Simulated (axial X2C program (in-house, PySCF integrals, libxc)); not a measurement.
Bond lengths and stretching modes, held linear, of InNC

Calculated with an axial X2C code built on PySCF integrals: two-component X2C with atomic mean-field Coulomb and Gaunt terms, Gaussian nuclei, basis In dyall-v3z, N dyall-av3z, C dyall-v3z with contracted cores. Spin-free rows use the one-electron spin-free X2C Hamiltonian.

Masses In 114.904, N 14.003, C 12.000 u. States: 2c Ω = 0 (all partner blocks equally filled); spin-free M_S = 0, Λ = 0 (closed shell).

MP2, spin-free: energies above the lowest point

```
r(In–N) (Å)  r(N–C) (Å)  E (meV)
     2.1109      1.1456   100.14
     2.1109      1.1750    10.06
     2.1109      1.2044    10.77
     2.1650      1.1456    89.86
     2.1650      1.1750     0.00
     2.1650      1.2044     0.83
     2.1650      1.2338    75.95
     2.2191      1.1456   108.50
     2.2191      1.1750    18.80
     2.2191      1.2044    19.69
     2.2732      1.1750    60.03
     2.2732      1.2338   135.92
```

Task: Fit a quadratic surface with cubic terms in each bond: where is the minimum, and what are the two stretching wavenumbers?

Result: At MP2, spin-free: bonds 2.155 and 1.189 Å; harmonic stretches 358.3 and 2030.1 cm⁻¹; force constants 1.64, 15.3 and coupling 0.01 mdyn/Å.

The other levels and Hamiltonians give:

```csv
Hamiltonian,level,r(In–N) (Å),r(N–C) (Å),lower stretch (cm⁻¹),upper stretch (cm⁻¹)
2c,PBE0,2.162,1.174,356.7,2137.6
2c,HF,2.157,1.155,365.8,2282.7
2c,PBE,2.189,1.186,340.9,2046.1
2c,MP2,2.155,1.189,358.5,2030.2
spin-free,PBE0,2.162,1.174,356.6,2137.5
spin-free,HF,2.157,1.155,365.7,2282.5
spin-free,PBE,2.189,1.186,341.0,2046.0
```

Each state is one determinant, the lowest of a limited PBE0 search; the stretches come from a fit to these few points and carry an uncertainty of a few per cent. Other orders of the atoms were not compared. MP2 freezes inner shells (threshold -2 hartree). The molecule was held linear; bending was not examined, so a bent shape may lie lower.
